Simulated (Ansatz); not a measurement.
Species: sum formula AlO₃H₃, charge 0, multiplicity 1. SMILES: [OH][Al]([OH])[OH]
Coordinates optimised at B3LYP-D3(BJ)/def2-TZVP (Ansatz, a program for electronic structure):
```
Al
O 1 1.6928
H 2 0.9580 1 122.93
O 1 1.6928 2 120.00 3 180.00
H 4 0.9580 1 122.93 2 0.00
O 1 1.6928 2 120.00 3 0.00
H 6 0.9580 1 122.93 2 -180.00
```

Parts of the frozen-core correlation energy in aug-cc-pV(T+d)Z (Ansatz, hartree). Frozen orbitals: 8; correlated occupied orbitals by spin: 12 and 12; virtual: 242 and 242. Spin-orbit coupling is left out. No relativistic terms.

```
term                            value
-------------------------  ----------
reference (HF)             -468.55265
MP2 opposite-spin          (withheld)
MP2 same-spin              (withheld)
CCSD correlation           (withheld)
(T)                          -0.03021
T1 diagnostic                   0.013
largest doubles amplitude       0.014
```

Question: Fill in the missing entries.

Answer: 
- MP2 opposite-spin, value: -0.61550
- MP2 same-spin, value: -0.20934
- CCSD correlation, value: -0.82850
